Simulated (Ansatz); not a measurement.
osmium atom (Os), quintet (core potentials on Os); HF/def2-SV(P) in Ansatz (a program for electronic structure).

The Ansatz input:
Ansatz 0.2 input:
```yaml
crystal:
  periodic: [false, false, false]
  atoms:
    - {symbol: Os, position_ang: [0.00000000, 0.00000000, 0.00000000]}
basis:
  gaussian:
    orbitals: def2-SV_P_.json
hamiltonian:
  xc: hf
magnetization: {spin_polarized: true, initial_magnetization: 4}
```
The basis file holds def2-SV(P) in the JSON format of the Basis Set Exchange.

Predict the main parts of the log of this Ansatz run.


```
Functional definition: HF
130 factors; integrals over basis functions are off by at most 2.2e-4 eV
mean field evaluation 1: about -2444.2163 eV, gradient 4.4e0 eV
mean field evaluation 2: about -2444.2179 eV, gradient 4.4e0 eV
mean field evaluation 4: about -2444.3838 eV, gradient 3.9e-1 eV
mean field evaluation 8: about -2444.3857 eV, gradient 1.2e-2 eV
mean field evaluation 16: about -2444.3859 eV, gradient 2.6e-5 eV
mean field evaluation 32: about -2444.3855 eV, gradient 3.1e-2 eV
mean field evaluation 64: about -2444.3850 eV, gradient 5.5e-2 eV
mean field evaluation 96: about -2443.6347 eV, gradient 1.4e0 eV
mean field evaluation 128: about -2443.6617 eV, gradient 1.7e-1 eV
mean field evaluation 160: about -2444.3836 eV, gradient 3.9e-1 eV
mean field evaluation 192: about -2443.5283 eV, gradient 3.8e0 eV
mean field evaluation 224: about -2443.6531 eV, gradient 8.9e-1 eV
mean field evaluation 256: about -2444.3855 eV, gradient 9.3e-3 eV
mean field -2444.38588947 eV, -89.8295245737 hartree, gradient 6.7e-6 eV, S^2 6.029317; 5 other end points of the search recorded, 0 dependent functions left out
reference -2444.38588947 eV, -89.8295245737 hartree; 10, 6 occupied and 15, 19 virtual orbitals, 130 factors
Total energy: -2444.38588947 eV, -89.8295245737 hartree
```
